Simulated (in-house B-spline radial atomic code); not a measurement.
A calculation on K IV (K3+): its settings, and results tabulated from the run. Computed with a radial B-spline atomic code at the basis-set limit: non-relativistic B3LYP, spherical fractional occupations, point nucleus, inside a hard spherical wall at 2.73 bohr.

Command:
```bash
python run_scf.py task.json out
```
Settings:
```
Z                19
configuration    [Ne] 3s2 3p4
hamiltonian      nr
method           b3lyp
spin_polarised   False
wall_radius      2.73
```

Output (hartree, bohr):
```
 radial grid: 38 intervals, B-splines of order 8, outer radius 2.73 bohr

 iter        energy (Eh)    residual
    1        -594.675001    2.72e-01
    2        -596.326638    1.11e-01
    3        -596.489211    3.43e-02
    4        -596.506997    1.04e-02
    5        -596.508944    4.36e-03
    6        -596.509193    7.63e-05
    7        -596.509193    4.86e-06
    8        -596.509193    5.42e-08

 total energy                      -596.50919
 kinetic                             598.1112
 electron-nucleus                  -1396.5261
 Hartree                             234.2265
 exact exchange                       -6.2554
 exchange-correlation                -26.0654

 orbital      occ     eigenvalue          <r>       <r^2>       <1/r>     <1/r^3>       r_max
 1s         2.000      -131.2021    0.0815448   0.0089305     18.5389           -     0.05353
 2s         2.000       -14.6054     0.389248    0.179452     3.77238           -      0.3199
 2p         6.000       -11.9487     0.350706    0.152319     3.69345     152.387      0.2632
 3s         2.000        -2.6140      1.17316     1.55282     1.17396           -       1.055
 3p         4.000        -1.8943      1.22105     1.68906     1.09253     18.5188       1.101
```

Cost of the run: 0.04 s on 1 thread of Arm Neoverse V1, with other jobs on the host.

Caution: exact exchange at fractional occupations of open shells leaves self-interaction of up to several eV.
